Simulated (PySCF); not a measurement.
**C₆ coefficients of unlike pairs at PBE0**

Calculated with PySCF 2.14 from the dipole response of each species, C₆(A,B) = (3/π) ∫ α_A(iu) α_B(iu) du, in atomic units, from isotropic polarisabilities. For ions this is the dispersion term alone; charge-induced terms of lower order in 1/R come first.

```
species           configuration                                                                 basis      relativity  α (bohr³)  C₆ (like pair)
   Hg²⁺     [Xe] 4f14 5d10 (1S)  def2-QZVPPD with the def2 core potential (60 electrons) (7s5p4d4f2g)  core potential      7.828           50.67
   Br³⁺  [Ar] 3d10 4s2 4p2 (3P)                               aug-cc-pVTZ-PP with ECP10MDF (6s5p4d2f)  core potential      6.049           22.25
     Br  [Ar] 3d10 4s2 4p5 (2P)                             aug-cc-pVQZ-PP with ECP10MDF (7s6p5d3f2g)  core potential      21.55           173.6
   Sn²⁺      [Kr] 4d10 5s2 (1S)                             aug-cc-pVQZ-PP with ECP28MDF (7s7p5d3f2g)  core potential      15.35           83.24
```

(1) Estimate C₆ for Br with Br³⁺.

No spin-orbit coupling is included.

The other pairs:

```csv
pair,C₆
"Br³⁺, Hg²⁺",32.92
"Sn²⁺, Hg²⁺",60.97
"Sn²⁺, Br",119.9
"Br, Hg²⁺",87.00
"Sn²⁺, Br³⁺",42.10
```

Results:

(1) The integral gives 60.79. The combination rule 2 C_A C_B / (C_A α_B/α_A + C_B α_A/α_B) gives 60.36 and the geometric mean 62.15.
